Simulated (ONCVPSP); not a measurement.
## Potentials for Ru compared

Generated with ld1.x 7.5 (TM, RRKJ, ultrasoft, PAW), atompaw 4.2 or ONCVPSP 4.0.1. The cutoff is in Ry: for ld1.x and atompaw files where the sum of valence levels is converged to 10 mRy in a Bessel basis, for ONCV files where the hardest occupied wave has 1 mHa per electron of residual kinetic energy. The error is the largest all-electron minus pseudo excitation energy over each file’s own four to seven test configurations (ionisations up to +4, promotions, holes and added fractions of an electron), all of which were solved. The labels leave out finer settings (local radius, basis sizes, second energies), which also bear on the numbers. Spin-polarised tests are not counted. The rows are a selection from randomly drawn settings: files with unsolved tests, undetermined cutoffs or missed reference levels are left out.

A true bound ghost makes a file unfit for plane-wave use even where its test errors are small: the radial tests pick states by their node count and pass the ghost by.

```tsv
potential	cutoff (Ry)	largest error (meV)	bound ghosts
ONCV, PBEsol, scalar-relativistic, rc 2.85/1.45/1.90 (spd), local smoothed, core correction no, reference 4p6 4d7 5s1, qcut 2/8.8/9.3, projectors 1/2/2	53	-22	s
ONCV, LDA (Perdew-Wang 92), scalar-relativistic, rc 1.50/1.30/1.85 (spd), local smoothed, core correction no, reference 4s2 4p6 4d6.5, qcut 6.2/6.8/6.7, projectors 2/2/3	165	+9.7	none
ONCV, PBE, scalar-relativistic, rc 1.75/1.75/1.45 (spd), local smoothed, core correction yes, reference 4s2 4p6 4d7 5p1, qcut 9.1/7.3/6.5, projectors 2/2/2	55	-1.4	none
ONCV, LDA (Perdew-Zunger), scalar-relativistic, rc 1.40/1.85/2.15 (spd), local smoothed, core correction yes, reference 4s2 4p6 4d7, qcut 7.5/7.6/6.2, projectors 2/2/2	49	+76	none
ONCV, PBEsol, scalar-relativistic, rc 1.55/1.60/1.40 (spd), local smoothed, core correction yes, reference 4s2 4p6 4d7 5s1, qcut 7.7/9/7.8, projectors 2/2/1	48	-146	none
ONCV, PW91, fully relativistic, rc 1.45/1.10/1.30 (spd), local smoothed, core correction yes, reference 4s2 4p6 4d7 5s1, qcut 6.3/6.4/7.3, projectors 2/1/2	206	+95	s
ONCV, PBE, scalar-relativistic, rc 1.55/1.10/1.10 (spd), local d, core correction yes, reference 4s2 4p6 4d8, qcut 8.9/8.1/9.7, projectors 1/2/0	66	+340	none
```

(1) Fill in the row for Ru: ONCV, PBE, scalar-relativistic, rc 2.35/1.40/2.10 (spd), local smoothed, core correction yes, reference 4p6 4d7 5s1, qcut 2.3/9.4/6.2, projectors 2/2/3.

## Answers

(1) cutoff 72 Ry, largest error +78 meV, bound ghosts: s.
